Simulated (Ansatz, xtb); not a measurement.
**Loss of SiH4: SiH(SiH3)F2 → SiF2 + SiH4**

Species: SiH(SiH3)F2, singlet; SiF2 `F[Si]F`, singlet; SiH4 (silane) `[SiH4]`, singlet. 

Shapes, held fixed at every level: PBE0-D4/def2-TZVP. Programs: Ansatz 0.2.0, xtb 6.7.1. The zero-point and thermal change to 298 K, harmonic and unscaled (PBE0-D4/def2-TZVP), is -7.1 kJ/mol.

| level | kind | ΔH(298 K) (kJ/mol) | less CCSD(T)/CBS estimate | CPU time (sum over the molecules) |
| --- | --- | --- | --- | --- |
| GFN2-xTB | semi-empirical | +125.6 | +3.3 | 0.14 s |
| HF/def2-SVP | Hartree–Fock | +112.3 | -10.0 | – |
| PBE-D4/def2-TZVPP | GGA | +123.7 | +1.4 | 8.4 s |
| PBE0-D4/def2-TZVPP | global hybrid | +136.7 | +14.4 | 8.6 s |
| wB97X-V/def2-TZVPP | range-separated hybrid | +129.4 | +7.1 | 27 s |
| B2PLYP/def2-TZVPP | double hybrid | +111.0 | -11.3 | 16 s |
| MP2/def2-TZVPP | perturbation theory | +123.8 | +1.5 | – |
| CCSD(T)/def2-TZVPP | coupled cluster or CI | +116.1 | -6.2 | 2.9 min |
| CCSD(T)/CBS estimate | coupled cluster or CI | +122.3 | 0.0 | 4.3 min |

The highest level, CCSD(T)/CBS estimate, gives ΔH(298 K) = +122.3 kJ/mol; the levels span +111.0 to +136.7. The column of differences is taken from that level and isn't an error. No measured value is set beside it here. The CBS estimate extrapolates MP2 from def2-TZVPP and def2-QZVPP and adds CCSD(T) − MP2 in the triple-zeta set, cores frozen. Times are processor times on shared x86 and Arm servers, and rough.
